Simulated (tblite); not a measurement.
C4H10O2SSi.
Numbering: `[CH3:1][CH2:2][Si@H:3]([O:4][CH:5]=[O:6])[S:7][CH3:8]` (hydrogens: H9, H10, H11 on C1; H12, H13 on C2; H14 on Si3; H15 on C5; H16, H17, H18 on C8)

The geometry is computed with GFN2-xTB (gas phase).

List the bond lengths, angles and torsions at this level.

```csv
bond,length (pm)
C1–C2,152.3
C2–Si3,188.8
Si3–O4,168.0
O4–C5,130.7
C5=O6,119.5
Si3–S7,213.9
S7–C8,182.8
"C1–H9, C1–H10, C1–H11",108.7
C2–H12,109.1
C2–H13,109.0
Si3–H14,145.8
C5–H15,110.4
"C8–H16, C8–H17, C8–H18",108.4
```

Bonds in one row agree within 1 pm and their mean is given. A selection of angles:
```csv
angle,degrees
C1–C2–Si3,112.4
C2–Si3–O4,101.7
C2–Si3–S7,108.6
O4–Si3–S7,112.5
Si3–O4–C5,126.9
O4–C5–O6,125.8
Si3–S7–C8,102.7
```

Torsions: C1–C2–Si3–O4 177° (antiperiplanar); C2–Si3–O4–C5 177° (antiperiplanar); Si3–O4–C5–O6 0° (synperiplanar); C2–Si3–S7–C8 -168° (antiperiplanar).

The 2 C–O bonds span 1.195 Å (C5=O6, drawn double) to 1.307 Å (O4–C5, drawn single), a spread of 0.112 Å. Of the pairs four or more bonds apart, O6···H18 is among the closest relative to their van der Waals radii: 2.29 Å, 84 % of the sum of Bondi's values. S7 (sulfur bonded to C and Si) is bent (angle 102.7°). Si3 (oxygen-bound silicon) is distorted tetrahedral (angles from 101.7° to 116.2°).

Point group: C1 (no symmetry element, even within 0.4 Å). Its GFN2-xTB frequencies are all real (lowest 39 cm⁻¹). One conformer, not necessarily the lowest.
